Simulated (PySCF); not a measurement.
A GIAO shielding run with PySCF 2.14.0 with density-fitted response routines (density fitting, non-relativistic, gas phase) on `InChI=1S/C6H14OSi2/c1-7-5-2-3-6(4-5)9-8/h3,5H,2,4,9H2,1,8H3/t5-/m1/s1`:

```
$ OMP_NUM_THREADS=1 python probes_run.py task.json out

{"job": {"kind": "nmr", "xc": "PBE0", "basis": "pcSseg-1"}, "charge": 0, "multiplicity": 1}
C     -3.256242     1.382094    -0.743744
O     -1.861038     1.254043    -0.676538
C     -1.383292    -0.052010    -0.933661
C     -1.593240    -1.021468     0.254171
C     -0.208410    -1.433048     0.641640
C      0.742164    -0.875020    -0.098319
Si     2.599330    -1.062673     0.092096
Si     3.587358     0.976517     0.554591
C      0.143447     0.028975    -1.138762
H     -3.634163     1.077815    -1.728862
H     -3.764421     0.785054     0.023026
H     -3.477101     2.435443    -0.581046
H     -1.883040    -0.438929    -1.835876
H     -2.209349    -1.881508    -0.018658
H     -2.084032    -0.504519     1.083180
H     -0.042958    -2.111655     1.461410
H      2.821383    -2.075687     1.133562
H      3.098758    -1.652307    -1.162322
H      3.349940     1.962542    -0.504920
H      5.043208     0.860825     0.683484
H      3.109490     1.583484     1.800193
H      0.435813    -0.274147    -2.145417
H      0.461642     1.063164    -0.993027
```

Hardware: 1 thread of an Arm Neoverse V1, shared host. The job also computes population analyses, field gradients, ring-centre shieldings.

Q: How large is the calculation?

A: 86 electrons, 237 basis functions and 1273 auxiliary functions.

Q: How long does it take, and how much memory does it need?

A: 53 s of wall time, with 14 SCF cycles and 4 response iterations; peak memory 1.2 GiB. Times on a shared host scatter by some tens of per cent.
